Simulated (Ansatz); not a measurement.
Frontier orbitals of `[NH2][GeH]([OH])[SH]`.

Charge 0, multiplicity 1. Correlated methods include outer-core shells of Ge, which these sets cover unevenly. Scalar relativity is left out up to krypton. The geometry is a stationary point of PBE0-D4/def2-TZVP. It is one conformer, not always the lowest. Basis def2-TZVPP, Ansatz 0.2.0.

| functional | HOMO (eV) | LUMO (eV) | gap (eV) |
| --- | --- | --- | --- |
| PBE | -6.10 | -0.69 | 5.41 |
| PBE0 | -7.43 | 0.24 | 7.67 |
| B3LYP | -7.18 | -0.05 | 7.13 |
| LC-ωPBE | -10.20 | 2.47 | 12.67 |
| ωB97M-V | -9.67 | 1.98 | 11.65 |

From PBE to PBE0 the HOMO moves by −1.33 eV and the LUMO by +0.93 eV, and with ωB97M-V by −3.57 and +2.67 eV, so the gap grows from 5.41 to 11.65 eV with exact exchange. A positive LUMO is unbound and depends on the basis.

B3LYP here is the variant with VWN-RPA as its local correlation; programs differ in this. LC-ωPBE has ω = 0.4 bohr⁻¹.
